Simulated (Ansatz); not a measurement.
`[CH3][Al-]([CH3])([OH])[OH2+]`, relaxed with RKS PBE0-D4/def2-TZVP in Ansatz 0.2.0 from a PBE-D4/def2-SVP geometry. The force threshold is 0.005 eV/Å; the program also tests the step.

Charge 0, multiplicity 1.

Start:

```xyz
14

C     1.942    0.285   -0.345
Al    0.073   -0.145    0.102
C    -1.237   -0.793   -1.222
O    -0.265   -0.681    1.791
O    -0.820    1.527    0.864
H     2.013    0.895   -1.272
H     2.447    0.855    0.464
H     2.546   -0.630   -0.525
H    -0.940   -1.791   -1.613
H    -1.326   -0.127   -2.108
H    -2.254   -0.918   -0.790
H     0.411   -1.046    2.383
H    -0.842    0.941    1.695
H    -1.748    1.628    0.576
```

(1) By how much does the energy fall, and how many steps does the optimiser take? (Estimate.)

(2) Which bonds change most? (Best estimate.)

(3) Give the relaxed structure. (Best estimate.)

Results:

(1) Ansatz gave: 0.09 eV, in 11 steps, 2 of them rejected.

(2) The calculation gave: Al2–O4 from 1.803 to 1.753 Å; O5–H13 from 1.017 to 0.976 Å; Al2–O5 from 2.043 to 2.019 Å; C3–H9 from 1.112 to 1.096 Å.

(3) Computed: 
```xyz
14

C     1.909    0.282   -0.334
Al    0.072   -0.181    0.164
C    -1.218   -0.790   -1.186
O    -0.199   -0.749    1.800
O    -0.826    1.505    0.821
H     1.943    0.888   -1.245
H     2.426    0.844    0.451
H     2.509   -0.613   -0.534
H    -0.914   -1.754   -1.608
H    -1.299   -0.099   -2.033
H    -2.224   -0.936   -0.778
H     0.468   -1.190    2.321
H    -0.946    1.129    1.714
H    -1.699    1.663    0.448
```
